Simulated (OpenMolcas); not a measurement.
**Pt6+ in a point-charge field**

Pt6+ among 6 point charges of -1.7 e arranged as a tetragonal octahedron (D4h), 2.43 Å from the ion, with the axial distance 2.624 Å.

```json
{"Program": "OpenMolcas", "Method": "SS-CASPT2, IPEA 0.25 Eh, imaginary shift 0.1 Eh (closed shells correlated: 5s 5p)", "Basis": "ANO-RCC-VDZP [7s6p4d2f]", "Scalar Hamiltonian": "DKH2, point nucleus", "Active space": "4 electrons in 5 orbitals (5d)", "State averaging": "2S+1 = 5 even, 5 roots; 2S+1 = 3 even, 45 roots; 2S+1 = 1 even, 50 roots", "Spin-orbit coupling": "state interaction with AMFI integrals over the reference wave functions"}
```

The lowest spin-free states (labels of D4, the rotations of D4h), above the lowest:

```json
{"State": "5B1", "Degeneracy": "1", "E (cm-1)": "0", "Free-ion L (%)": "D (100)"}
{"State": "5A1", "Degeneracy": "1", "E (cm-1)": "1960", "Free-ion L (%)": "D (100)"}
{"State": "5B2", "Degeneracy": "1", "E (cm-1)": "2040", "Free-ion L (%)": "D (100)"}
{"State": "5E", "Degeneracy": "2", "E (cm-1)": "3180", "Free-ion L (%)": "D (100)"}
{"State": "3E", "Degeneracy": "2", "E (cm-1)": "20680", "Free-ion L (%)": "H (85)"}
{"State": "3A2", "Degeneracy": "1", "E (cm-1)": "20920", "Free-ion L (%)": "H (89)"}
{"State": "3B1", "Degeneracy": "1", "E (cm-1)": "21060", "Free-ion L (%)": "H (95)"}
{"State": "3A1", "Degeneracy": "1", "E (cm-1)": "21650", "Free-ion L (%)": "H (98)"}
{"State": "3E", "Degeneracy": "2", "E (cm-1)": "22240", "Free-ion L (%)": "H (87)"}
{"State": "3A2", "Degeneracy": "1", "E (cm-1)": "22310", "Free-ion L (%)": "H (83)"}
{"State": "3B2", "Degeneracy": "1", "E (cm-1)": "22470", "Free-ion L (%)": "H (96)"}
{"State": "3E", "Degeneracy": "2", "E (cm-1)": "22560", "Free-ion L (%)": "H (77)"}
{"State": "3A2", "Degeneracy": "1", "E (cm-1)": "22920", "Free-ion L (%)": "P (51)"}
{"State": "3E", "Degeneracy": "2", "E (cm-1)": "23170", "Free-ion L (%)": "P (40)"}
{"State": "3B1", "Degeneracy": "1", "E (cm-1)": "23280", "Free-ion L (%)": "F (98)"}
{"State": "3B2", "Degeneracy": "1", "E (cm-1)": "23860", "Free-ion L (%)": "F (88)"}
{"State": "3E", "Degeneracy": "2", "E (cm-1)": "24330", "Free-ion L (%)": "F (85)"}
{"State": "3A1", "Degeneracy": "1", "E (cm-1)": "25200", "Free-ion L (%)": "G (97)"}
{"State": "3E", "Degeneracy": "2", "E (cm-1)": "25580", "Free-ion L (%)": "F (45)"}
{"State": "3A2", "Degeneracy": "1", "E (cm-1)": "25760", "Free-ion L (%)": "F (65)"}
```

The lowest levels with spin-orbit coupling:

```json
{"E (cm-1)": "0", "Degeneracy": "1", "Label": "A1", "2S+1": "5 (57 %)", "g": ""}
{"E (cm-1)": "7410", "Degeneracy": "1", "Label": "A2", "2S+1": "5 (82 %)", "g": ""}
{"E (cm-1)": "8250", "Degeneracy": "2", "Label": "E", "2S+1": "5 (81 %)", "g": "0.00 0.00 2.68"}
{"E (cm-1)": "13680", "Degeneracy": "1", "Label": "A1", "2S+1": "5 (88 %)", "g": ""}
{"E (cm-1)": "13810", "Degeneracy": "1", "Label": "B1", "2S+1": "5 (88 %)", "g": ""}
{"E (cm-1)": "14120", "Degeneracy": "2", "Label": "E", "2S+1": "5 (88 %)", "g": "0.00 0.00 2.36"}
{"E (cm-1)": "14690", "Degeneracy": "1", "Label": "B2", "2S+1": "5 (88 %)", "g": ""}
{"E (cm-1)": "17790", "Degeneracy": "1", "Label": "B1", "2S+1": "5 (82 %)", "g": ""}
{"E (cm-1)": "18180", "Degeneracy": "2", "Label": "E", "2S+1": "5 (77 %)", "g": "0.00 0.00 5.87"}
{"E (cm-1)": "18450", "Degeneracy": "1", "Label": "B2", "2S+1": "5 (80 %)", "g": ""}
{"E (cm-1)": "18920", "Degeneracy": "2", "Label": "E", "2S+1": "5 (78 %)", "g": "0.00 0.00 1.62"}
{"E (cm-1)": "18950", "Degeneracy": "1", "Label": "A2", "2S+1": "5 (77 %)", "g": ""}
{"E (cm-1)": "20150", "Degeneracy": "1", "Label": "A1", "2S+1": "5 (57 %)", "g": ""}
{"E (cm-1)": "20200", "Degeneracy": "1", "Label": "A2", "2S+1": "5 (58 %)", "g": ""}
{"E (cm-1)": "20740", "Degeneracy": "1", "Label": "B2", "2S+1": "5 (48 %)", "g": ""}
{"E (cm-1)": "20800", "Degeneracy": "1", "Label": "B1", "2S+1": "5 (52 %)", "g": ""}
{"E (cm-1)": "20820", "Degeneracy": "2", "Label": "E", "2S+1": "5 (50 %)", "g": "0.00 0.00 1.66"}
{"E (cm-1)": "20880", "Degeneracy": "1", "Label": "A1", "2S+1": "5 (50 %)", "g": ""}
{"E (cm-1)": "20880", "Degeneracy": "2", "Label": "E", "2S+1": "5 (55 %)", "g": "0.00 0.00 7.51"}
{"E (cm-1)": "28280", "Degeneracy": "1", "Label": "A1", "2S+1": "3 (43 %)", "g": ""}
```

Powder χT (cm3 K/mol): 0 at 2 K, 0 at 10 K, 0.00471 at 50 K, 0.00943 at 100 K, 0.0189 at 200 K, 0.0283 at 300 K. The effective moment at 300 K is 2.828 √(χT) = 0.48 μB.

Spin-orbit coupling mixes the spin-free states strongly: the lowest level takes only 20 % from its leading state, 5E, which lies 3178 cm-1 above the lowest spin-free state. Point charges give a weaker field than real ligands, and real ions of this kind are as a rule low spin; the high spin found here belongs to the model. The ground term spreads over less than 5000 cm-1, several times less than with real ligands, so orbital moments are less quenched and χT lies further from the spin-only value than at real sites. Free-ion shares, where given, are those of the reference states; single-state CASPT2 does not remix them. This is an electrostatic model: the charges have no orbitals. No measured value stands beside these numbers.

With an even number of electrons the g values are those of a degenerate or nearly degenerate non-Kramers pair.
